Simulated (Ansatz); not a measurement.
Job for Ansatz (a program for electronic structure): R-B3LYP/def2-TZVPPD on BH3 (SMILES B) with ghost functions, monomers drawn apart or pushed together. Files ending in .json are basis or fitting sets from the Basis Set Exchange.

Ansatz 0.2 input:
```yaml
crystal:
  periodic: [false, false, false]
  atoms:
    - {symbol: B, position_ang: [0.03136769, -0.00975070, 0.78308685]}
    - {symbol: H, position_ang: [-0.32618785, 1.12448595, 0.61055323]}
    - {symbol: H, position_ang: [-0.60365351, -0.85136717, 0.20429427]}
    - {symbol: H, position_ang: [1.22842286, -0.17276101, 0.77163887]}
basis:
  gaussian:
    orbitals: def2-TZVPPD.json
    ghost_atoms:
      - {symbol: C, position_ang: [0.22877922, 0.56959468, 4.68882716]}
      - {symbol: O, position_ang: [-0.45863803, -0.24135596, 3.71144152]}
      - {symbol: H, position_ang: [-0.12746307, 0.30438873, 5.68283248]}
      - {symbol: H, position_ang: [-0.02951858, 1.59746252, 4.45470056]}
      - {symbol: H, position_ang: [1.30590508, 0.42978954, 4.60090626]}
      - {symbol: H, position_ang: [-0.31741478, -1.17858157, 3.89408216]}
hamiltonian:
  xc: {name: B3LYP}
scf: {lower_state_search: off}
```

It printed:

```
WARN ansatz: RAYON_NUM_THREADS=1 ignored (pool sized by the plan → 1); use --threads N
Functional definition: B3LYP
these checks for a lower state are left out or cut short: stability, starts, cluster_reference, orbital_swaps, neighbouring_geometries, increment
integrals: 0.09 GiB planned
888 factors; their error is unknown
mean field: 1.00 GiB planned
mean field evaluation 1: about -723.0749 eV, gradient 1.7e1 eV
mean field evaluation 2: about -723.6951 eV, gradient 1.1e1 eV
mean field evaluation 4: about -724.0792 eV, gradient 2.0e-1 eV
mean field evaluation 8: about -724.0705 eV, gradient 2.9e-2 eV
mean field -724.07046886 eV, -26.6090989379 hartree, gradient 3.8e-6 eV, S^2 0.000000; 0 other end points of the search recorded, 0 dependent functions left out
reference -724.07066942 eV, -26.6091063083 hartree; 4, 4 occupied and 229, 229 virtual orbitals, 888 factors
Total energy: -724.07066942 eV, -26.6091063083 hartree
Checks for a lower state left out: stability, starts, cluster_reference, orbital_swaps, neighbouring_geometries, increment
```

The run converged.

Cost: around 1.3 core-seconds (rough).
